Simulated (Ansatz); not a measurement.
The lowest singlet and triplet of AlCl (SMILES [Al][Cl]); geometries from B3LYP-D3(BJ)/def2-TZVP, each state relaxed from the structure named, with no frequency check.
Singlet (charge 0, multiplicity 1):
```xyz
2

Al     0.000     0.000    -1.224
Cl     0.000     0.000     0.936
```
Triplet (charge 0, multiplicity 3):
```xyz
2

Al     0.000     0.000    -1.204
Cl     0.000     0.000     0.921
```

A positive gap puts the triplet lower; no zero-point energy. U- takes an unrestricted singlet (broken symmetry where lower, unprojected). The triplet is unrestricted in single-reference levels. Active spaces average the two states.

Frozen-core correlation.

Run with Ansatz (Gaussian basis) for Hartree–Fock, density functionals and correlated methods. Each number belongs to the level named beside it.

Task: Predict the gap E(singlet) − E(triplet), adiabatic from U-MP2/cc-pV(D+d)Z.

Result: -63.8 kcal/mol

Task: What gap E(singlet) − E(triplet), adiabatic does FIC-MRCISD+Q on SA-CASSCF(2,3)/cc-pV(Q+d)Z give?

Result: -68.2 kcal/mol

Task: What is the computed gap E(singlet) − E(triplet), adiabatic (U-MP2/cc-pV(T+d)Z)?

Result: -64.4 kcal/mol

Ansatz is a quantum-chemistry and plane-wave program.
